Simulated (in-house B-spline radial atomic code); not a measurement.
Radial electron density of Co⁶⁺, [Ne] 3s2 3p5 3d3 4d1. Computed with a B-spline radial code for spherical atoms: scalar-relativistic (X2C) PW91, spin-polarised, spherical fractional occupations, Fermi nucleus of rms radius 3.7875 fm.

One-electron X2C: radii and densities carry no picture-change correction, so inner-shell <1/r> comes out high (for 1s by about 2 % at Z = 33, 5 % at 54, 10 % at 75, 30 % at 118) and <r> low.

Columns: r (bohr), 4πr²n(r) (electrons per bohr), bar.

```
 0.00197   0.7838 #
  0.0024    1.109 #
 0.00292    1.559 ##
 0.00355    2.176 ###
 0.00431    3.012 ####
 0.00525    4.156 #####
 0.00638    5.656 #######
 0.00776    7.615 #########
 0.00944     10.1 ############
  0.0115    13.18 ################
   0.014    16.79 ####################
   0.017    20.75 #########################
  0.0206    24.78 ##############################
  0.0251    28.58 ##################################
  0.0305     31.4 ######################################
  0.0371    32.71 #######################################
  0.0452    32.15 #######################################
  0.0549    30.01 ####################################
  0.0668    27.28 #################################
  0.0813    25.59 ###############################
  0.0988    26.41 ################################
    0.12    29.92 ####################################
   0.146    34.43 #########################################
   0.178    36.68 ############################################
   0.216    34.04 #########################################
   0.263    26.76 ################################
    0.32    18.58 ######################
   0.389    13.88 #################
   0.473     13.9 #################
   0.575     15.7 ###################
     0.7    15.26 ##################
   0.851    11.48 ##############
    1.04    6.387 ########
    1.26    2.847 ###
    1.53    1.229 #
    1.86   0.7699 #
    2.26   0.5752 #
    2.75   0.3244 
    3.35   0.1166 
    4.07  0.02546 
    4.96 0.002704 
    6.03 0.000126 
    7.33 2.475e-06
```

On this grid the curve has 3 maxima, near 0.0371, 0.178, 0.575 bohr.

The 3p down radial function P(r) = rR(r), positive near the nucleus:

```json
{"r (bohr)": "0.0024", "P": "0.001656"}
{"r (bohr)": "0.00355", "P": "0.003409"}
{"r (bohr)": "0.00525", "P": "0.007019"}
{"r (bohr)": "0.00776", "P": "0.01438"}
{"r (bohr)": "0.0115", "P": "0.02928"}
{"r (bohr)": "0.017", "P": "0.05821"}
{"r (bohr)": "0.0251", "P": "0.1119"}
{"r (bohr)": "0.0371", "P": "0.2054"}
{"r (bohr)": "0.0549", "P": "0.3503"}
{"r (bohr)": "0.0813", "P": "0.5324"}
{"r (bohr)": "0.12", "P": "0.6696"}
{"r (bohr)": "0.178", "P": "0.5913"}
{"r (bohr)": "0.263", "P": "0.1238"}
{"r (bohr)": "0.389", "P": "-0.6478"}
{"r (bohr)": "0.575", "P": "-1.216"}
{"r (bohr)": "0.851", "P": "-1.096"}
{"r (bohr)": "1.26", "P": "-0.5186"}
{"r (bohr)": "1.86", "P": "-0.1151"}
{"r (bohr)": "2.75", "P": "-0.008265"}
```
